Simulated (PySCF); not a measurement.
A structure optimised at B3LYP-D3(BJ)/def2-SVP, used in a PySCF frequency run:

```xyz
8

Si    -0.0538    -1.0689     0.0000
F      1.0287    -2.2627     0.0000
F     -0.9854    -1.2658    -1.2972
F     -0.9854    -1.2658     1.2972
Si     0.9999     1.0100     0.0000
Cl    -0.4964     2.4510     0.0000
H      1.8368     1.1531     1.2192
H      1.8368     1.1531    -1.2192
```
Charge 0, spin multiplicity 1.

**Question.** Write its SMILES, formula and point group.

**Answer.** F[Si](F)(F)[SiH2]Cl, ClF3H2Si2, Cs

**Question.** What are its rotational constants (standard atomic weights)?

**Answer.** 3.0199, 1.0078, 0.94470 GHz
